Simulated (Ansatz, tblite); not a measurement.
Removing and adding an electron: `c1c[se]c(-c2ccc(-c3ccc(-c4ccc(-c5ccc(-c6ccc[se]6)[se]5)[se]4)[se]3)[se]2)c1`. Total charge 0; singlet. Geometry: r2SCAN-D4/def2-SVP. Ansatz, gas phase; energy differences of separate SCF runs; the oxidised species was run as a doublet alone; the reduced species was run as a doublet alone.

```xyz
44

C     8.3044    1.3455    7.2693
C     7.6911    0.4845    8.1468
Se    6.0896   -0.1603    7.4579
C     6.4103    0.8738    5.9144
C     5.5037    0.9008    4.7963
C     5.6382    1.6187    3.6148
C     4.5971    1.4647    2.6763
C     3.5614    0.6143    3.0442
C     2.3836    0.2626    2.3137
C     1.3484   -0.5883    2.6827
C     0.3081   -0.7415    1.7447
C     0.4408   -0.0234    0.5618
C    -0.4403    0.0239   -0.5626
C    -0.3088    0.7436   -1.7445
C    -1.3490    0.5900   -2.6827
C    -2.3828   -0.2630   -2.3145
C    -3.5606   -0.6149   -3.0449
C    -4.5968   -1.4645   -2.6762
C    -5.6381   -1.6184   -3.6145
C    -5.5033   -0.9017   -4.7966
C    -6.4102   -0.8746   -5.9144
C    -7.6070   -1.5637   -6.0508
C    -8.3039   -1.3475   -7.2694
C    -7.6930   -0.4832   -8.1453
Se   -6.0926    0.1636   -7.4557
Se   -3.9003    0.0895   -4.7657
Se   -2.0456   -0.9754   -0.5961
Se    2.0480    0.9729    0.5941
Se    3.9019   -0.0921    4.7641
C     7.6086    1.5605    6.0499
H     9.2588    1.8279    7.4974
H     8.0357    0.1726    9.1327
H     6.5011    2.2622    3.4292
H     4.5985    1.9822    1.7121
H     1.3459   -1.1063    3.6463
H    -0.5558   -1.3862    1.9314
H     0.5538    1.3904   -1.9304
H    -1.3478    1.1096   -3.6453
H    -4.5988   -1.9808   -1.7114
H    -6.5018   -2.2607   -3.4280
H    -7.9813   -2.2275   -5.2679
H    -9.2573   -1.8316   -7.4982
H    -8.0389   -0.1698   -9.1302
H     7.9849    2.2214    5.2656
```

The xTB rows come from tblite. Single mean-field runs in def2-SVP are fitted with def2-universal-jkfit.

Problem. Estimate orbital energies and vertical ionisation energies and electron affinities at: GFN1-xTB; GFN2-xTB; PBE-D4/def2-SVP; r2SCANh-D4/def2-SVP; PBE0-D4/def2-SVP.

Solution. 
| level | −HOMO (eV) | vertical IE (eV) | −LUMO (eV) | vertical EA (eV) | HOMO–LUMO gap (eV) | IE − EA (eV) |
| --- | --- | --- | --- | --- | --- | --- |
| GFN1-xTB | 9.91 | 11.33 | 8.52 | 7.09 | 1.39 | 4.24 |
| GFN2-xTB | 9.58 | 10.94 | 8.27 | 6.95 | 1.32 | 3.98 |
| PBE-D4/def2-SVP | 4.38 | 5.77 | 2.98 | 1.70 | 1.39 | 4.08 |
| r2SCANh-D4/def2-SVP | 4.81 | 5.97 | 2.88 | 1.76 | 1.93 | 4.21 |
| PBE0-D4/def2-SVP | 5.12 | 6.07 | 2.54 | 1.67 | 2.57 | 4.39 |

Relaxing the oxidised species (r2SCAN-D4/def2-SVP) changes its energy by -0.08 eV at PBE-D4/def2-SVP, so the adiabatic ionisation energy to this nearest minimum is 5.70 eV. At PBE0-D4/def2-SVP it is 5.99 eV.   Raw xTB energy differences between charge states are shifted by several eV; the methods need an empirical correction for them. Sets without diffuse functions give affinities that are too small.
